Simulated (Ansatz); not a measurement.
```yaml
crystal:
  periodic: [false, false, false]
  atoms:
    - {symbol: C, position_ang: [-1.185752, 0.357275, -1.272317]}
    - {symbol: Ge, position_ang: [0.124264, 0.722263, 0.087143]}
    - {symbol: C, position_ang: [0.771988, -0.945645, 0.870588]}
    - {symbol: H, position_ang: [-1.158819, -0.552135, -1.863931]}
    - {symbol: H, position_ang: [-1.974606, 1.057528, -1.524192]}
    - {symbol: H, position_ang: [-0.505406, 1.624316, 1.167969]}
    - {symbol: H, position_ang: [1.317987, 1.493406, -0.523767]}
    - {symbol: H, position_ang: [-0.049744, -1.486235, 1.341865]}
    - {symbol: H, position_ang: [1.535065, -0.742979, 1.623102]}
    - {symbol: H, position_ang: [1.208123, -1.578994, 0.096441]}
basis:
  gaussian: {orbitals: 6-31G, fitting: {mean_field: def2-universal-jkfit}}
magnetization: {spin_polarized: true, initial_magnetization: 1}
hamiltonian: {xc: {name: r2SCAN}, dispersion: d3bj, pseudopotentials: {relativity: scalar}}
accuracy: high
```

```sh
$ ansatz run in.yaml --threads 4 --pin off --events-out ev --progress --plain --max-ram 10444MiB
```

It prints (some lines left out):

```
Warning: the engine holds no damping parameters fitted to this dispersion correction and functional, so the run takes those fitted to r2scan beside the three-body term, which d3bj leaves out (hamiltonian.dispersion, under Limitations)
Functional definition: r2SCAN
542 factors; integrals over basis functions are off by at most 7.9e-2 eV
mean field evaluation 1: about -59159.3216 eV, gradient 3.7e1 eV
mean field evaluation 2: about -59154.2082 eV, gradient 4.5e1 eV
mean field evaluation 4: about -59165.9164 eV, gradient 9.6e-1 eV
mean field evaluation 8: about -59165.9272 eV, gradient 3.7e-2 eV
mean field evaluation 16: about -59165.9272 eV, gradient 1.3e-5 eV
mean field -59165.92719992 eV, -2174.3077204911 hartree, gradient 9.0e-8 eV, S^2 0.756406; 0 other end points of the search recorded, 0 dependent functions left out
reference -59165.92720219 eV, -2174.3077205745 hartree; 26, 25 occupied and 35, 36 virtual orbitals, 542 factors
Total energy: -59165.97413952 eV, -2174.3094454897 hartree
Relativity: scalar
```

Hardware: 4 threads of an Arm Neoverse V1 on a shared host. Wall time 4.6 s, peak host memory 0.35 GiB.
